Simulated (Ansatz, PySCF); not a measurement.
GeH7NSi2, SMILES [SiH2]1[NH][GeH2][SiH2]1.

The structure is a stationary point at ωB97X-D3(BJ)/def2-SVP. The structure was generated by enumeration, and PubChem lists no compound with its InChIKey, so it may never have been made.

Vertical ionisation energy (IE) and electron affinity (EA) in eV. Rows of orbital energies are one-electron estimates. Where ΔSCF, EOM or ADC give a negative EA the extra electron is unbound and the value depends on the basis.

```csv
level,IE,EA
"−ε(HOMO), −ε(LUMO), ωB97X/def2-TZVP (PySCF)",9.52,-1.34
"−ε(HOMO), −ε(LUMO), PBE/def2-TZVP (PySCF)",5.89,1.39
"ΔSCF, PBE0/def2-SVPD (Ansatz), final states of multiplicity 2 and 2",[?],[?]
"ΔSCF, PBE/def2-SVPD (Ansatz), final states of multiplicity 2 and 2",8.75,-0.53
```

What belongs in the gaps? (The exact figures need the calculation; the answer reports its results.)


- ΔSCF, PBE0/def2-SVPD (Ansatz, a program for electronic structure), final states of multiplicity 2 and 2, IE: 8.98
- ΔSCF, PBE0/def2-SVPD (Ansatz), final states of multiplicity 2 and 2, EA: -0.69

What vertical singlet–triplet gap does ΔSCF give with PBE0/def2-SVPD (Ansatz) and with PBE/def2-SVPD (Ansatz)? (The exact figures need the calculation; the answer reports its results.)

4.87 and 4.54 eV (triplet above singlet where positive).
